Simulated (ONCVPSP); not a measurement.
**How hard is this Tl ONCV potential?**

| Property | Result |
| --- | --- |
| Element | Tl (Z = 81) |
| Generator | ONCVPSP 4.0.1 |
| Type | optimised norm-conserving Vanderbilt (ONCV) |
| Functional | LDA (Perdew-Zunger) |
| Relativity | fully relativistic |
| Frozen core | [Kr] 4d10 4f14 |
| Valence charge | 21 |
| Reference configuration | 5s2 5p6 5d10 6s1 (charge +2) |
| Partial waves | 5s+6s: rc 1.15 bohr, ncon 4, nbas 8, qcut 8.1 1/bohr, 2 projectors; 5p: rc 1.40 bohr, ncon 3, nbas 6, qcut 12 1/bohr, 3 projectors, debl 3.8 Ha; 5d: rc 1.35 bohr, ncon 3, nbas 6, qcut 8.3 1/bohr, 2 projectors, debl 3.7 Ha |
| Local potential | polynomial inside 1.05 bohr (lpopt 5, dvloc0 2 Ha) |
| Core correction | Teter function fitted to the true core (icmod 2), fcfact 0.45 |

Open shells are filled in proportion to 2j + 1.

For each optimised wave give the share of its norm inside rc, the residual kinetic energy above qcut (Ha) and the cutoffs (Ha) for errors of 10, 1, 0.1 and 0.01 mHa per electron.

```json
{"wave": "5s", "norm inside rc": "0.841", "residual KE": "1.8e-03", "10 mHa": "27.4", "1 mHa": "45.6", "0.1 mHa": "127.7", "0.01 mHa": "171.9"}
{"wave": "6s", "norm inside rc": "0.057", "residual KE": "8.1e-04", "10 mHa": "24.7", "1 mHa": "32.3", "0.1 mHa": "60.2", "0.01 mHa": "136.6"}
{"wave": "5p j=3/2", "norm inside rc": "0.858", "residual KE": "1.6e-07", "10 mHa": "31.8", "1 mHa": "41.2", "0.1 mHa": "48.1", "0.01 mHa": "53.8"}
{"wave": "p projector 2 j=3/2", "norm inside rc": "0.034", "residual KE": "1.2e-08", "10 mHa": "22.0", "1 mHa": "36.6", "0.1 mHa": "46.1", "0.01 mHa": "54.0"}
{"wave": "p projector 3 j=3/2", "norm inside rc": "0.044", "residual KE": "2.0e-08", "10 mHa": "29.4", "1 mHa": "42.1", "0.1 mHa": "51.2", "0.01 mHa": "58.5"}
{"wave": "5p j=1/2", "norm inside rc": "0.918", "residual KE": "1.6e-07", "10 mHa": "29.5", "1 mHa": "40.3", "0.1 mHa": "47.8", "0.01 mHa": "53.7"}
{"wave": "p projector 2 j=1/2", "norm inside rc": "0.042", "residual KE": "9.7e-09", "10 mHa": "13.7", "1 mHa": "36.4", "0.1 mHa": "46.7", "0.01 mHa": "55.0"}
{"wave": "p projector 3 j=1/2", "norm inside rc": "0.057", "residual KE": "4.5e-08", "10 mHa": "26.8", "1 mHa": "42.7", "0.1 mHa": "52.4", "0.01 mHa": "59.9"}
{"wave": "5d j=5/2", "norm inside rc": "0.540", "residual KE": "5.9e-06", "10 mHa": "18.2", "1 mHa": "22.9", "0.1 mHa": "26.8", "0.01 mHa": "31.1"}
{"wave": "d projector 2 j=5/2", "norm inside rc": "0.052", "residual KE": "9.2e-06", "10 mHa": "17.4", "1 mHa": "22.7", "0.1 mHa": "26.9", "0.01 mHa": "31.9"}
{"wave": "5d j=3/2", "norm inside rc": "0.578", "residual KE": "3.7e-06", "10 mHa": "19.4", "1 mHa": "24.7", "0.1 mHa": "28.5", "0.01 mHa": "32.0"}
{"wave": "d projector 2 j=3/2", "norm inside rc": "0.052", "residual KE": "6.7e-06", "10 mHa": "18.5", "1 mHa": "24.1", "0.1 mHa": "28.4", "0.01 mHa": "32.9"}
```

The occupied waves need 46 Ha and 128 Ha for 1 and 0.1 mHa.
